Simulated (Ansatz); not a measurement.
One change: `C=CCC=O` becomes `C=CC[O][AlH2]`.

Ansatz, PBE0-D4/def2-TZVP geometries, multiplicity 1. Each molecule was computed in one conformer, which needn't be the lowest.

| property | `C=CCC=O` |
| --- | --- |
| HOMO–LUMO gap (B3LYP/def2-TZVPP) / eV | 6.21 |
| HOMO–LUMO gap (PBE/def2-TZVPP) / eV | 3.99 |
| LUMO energy (PBE/def2-TZVPP) / eV | -1.91 |
| size of the dipole moment (B3LYP/def2-TZVPP) / D | 2.64 |
| size of the dipole moment (PBE/def2-TZVPP) / D | 2.50 |
| LUMO energy (PBE0/def2-TZVPP) / eV | -0.69 |

Question: What does the change do to each property? (Estimate.)

Answer: Ansatz gave: 
```csv
property,`C=CC[O][AlH2]`,shift
HOMO–LUMO gap (B3LYP/def2-TZVPP) / eV,6.29,0.08
HOMO–LUMO gap (PBE/def2-TZVPP) / eV,4.77,0.78
LUMO energy (PBE/def2-TZVPP) / eV,-1.75,0.16
size of the dipole moment (B3LYP/def2-TZVPP) / D,0.81,-1.83
size of the dipole moment (PBE/def2-TZVPP) / D,0.78,-1.72
LUMO energy (PBE0/def2-TZVPP) / eV,-0.98,-0.29
```

Dipoles are sizes alone; their direction can turn.

Positive LUMOs are unbound, so they and the gaps depend on the basis.

B3LYP here is the variant with VWN-RPA as its local correlation; programs differ in this.
